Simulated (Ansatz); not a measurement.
Consider the formal exchange of groups at the Se–C bond: `O[SiH2]/C=C/[SeH]` + `CSC` → `CSC[SeH]` + `C=C[SiH2]O`.

Calculated with Ansatz (gas phase, PBE0-D4/def2-TZVP geometries, no zero-point term in ΔE). CBS: MP2 limit from def2 TZ/QZ plus the TZ coupled-cluster correction, frozen cores. Functionals use def2-TZVPP. For Se outer-core shells are correlated without core-valence functions, which leaves a few kJ/mol of doubt a bond. Scalar relativity is left out up to krypton. Each species was taken in one conformer, which may not be the lowest.

| level | ΔE (kJ/mol) | difference from CCSD(T)/CBS |
| --- | --- | --- |
| PBE0-D4 | 14.9 | 5.3 |
| r2SCAN | 17.6 | 8.0 |
| PBE0 | 16.9 | 7.3 |
| HF/def2-TZVPP | 12.8 | 3.2 |
| MP2/def2-TZVPP | 13.2 | 3.6 |
| CCSD/def2-TZVPP | 11.5 | 1.9 |
| MP2/def2-QZVPP | 12.5 | 2.9 |
| HF/CBS(def2) | 13.6 | 4.0 |
| MP2/CBS(def2) | 11.5 | 1.9 |
| CCSD/CBS(def2) | 9.8 | 0.2 |
| CCSD(T)/CBS | 9.6 | 0 |

Largest T1 diagnostic among the species: 0.011.

The D4 term adds −4.0 kJ/mol with B3LYP and −2.0 kJ/mol with PBE0; it sums over pairs of atoms, weighted by their polarisabilities, and B3LYP, whose exchange is more repulsive, gets the larger term.

B3LYP here is the variant with VWN-RPA as its local correlation; programs differ in this.
